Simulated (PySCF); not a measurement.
Vertical excitations of a molecule C2H6N, multiplicity 2 from TDA-PBE0/def2-SVPD in PySCF, as energy in eV (oscillator strength): 2.18 (0.000), 6.19 (0.000), 6.62 (0.018), 6.71 (0.005), 7.23 (0.056), 7.27 (0.017), 7.59 (0.000), 7.60 (0.005), 8.03 (0.000), 8.13 (0.013). Geometry: PBE0-D3(BJ)/def2-TZVP. One conformer was computed; it need not be the lowest.

**Question.** Which molecule gave these data?
A. [CH2]CN
B. CC[NH]
C. C[CH]N
D. C[N]C

**Answer.** D, C[N]C
